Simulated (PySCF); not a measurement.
C2H9InN, neutral, multiplicity 2. Atoms are numbered in the order given.

```xyz
13

In     0.3562     0.2559     0.0000
C     -0.7905     0.5701     1.9048
H     -0.3612    -0.0150     2.7326
H     -0.7712     1.6347     2.1849
H     -1.8396     0.2660     1.7480
C     -0.7905     0.5701    -1.9048
H     -0.3612    -0.0150    -2.7326
H     -1.8396     0.2660    -1.7480
H     -0.7712     1.6347    -2.1849
N     -0.1740    -2.2066     0.0000
H     -1.1883    -2.3343     0.0000
H      0.1921    -2.6866    -0.8238
H      0.1921    -2.6866     0.8238
```
Charge 0, spin multiplicity 2.

Geometry optimised at B3LYP-D3(BJ)/def2-SVP. The spin state was assumed, not searched. The isomer is the one that the SMILES or the coordinates give; other isomers of the formula were not compared. The def2 effective core potentials stand for the cores of In; spin–orbit coupling is left out.

These are PBE/def2-TZVP (PySCF) values and carry that method's errors.

ESP charges are fitted to the potential on shells at 1.4 to 2.0 van der Waals radii. Atomic charges (e):

```
atom  Mulliken  ESP fit  Löwdin  Mulliken spin
----  --------  -------  ------  -------------
In1       0.53    -0.16    0.17           0.72
C2       -0.68     0.04   -0.56           0.12
H3        0.12      ___    0.11           0.00
H4        0.13      ___    0.12           0.00
H5        0.11      ___    0.11           0.01
C6       -0.68     0.04   -0.56           0.12
H7        0.12      ___    0.11           0.00
H8        0.11      ___    0.11           0.01
H9        0.13      ___    0.12           0.00
N10      -0.66      ___   -0.20           0.00
H11       0.26      ___    0.16           0.01
H12       0.26      ___    0.16           0.00
H13       0.26      ___    0.16           0.00
```

Some entries are withheld; supply them. (An estimate is asked for; the answer gives what the named calculation found.)


- H3, ESP fit: -0.06
- H4, ESP fit: -0.02
- H5, ESP fit: -0.02
- H7, ESP fit: -0.06
- H8, ESP fit: -0.02
- H9, ESP fit: -0.02
- N10, ESP fit: -0.36
- H11, ESP fit: 0.22
- H12, ESP fit: 0.20
- H13, ESP fit: 0.20
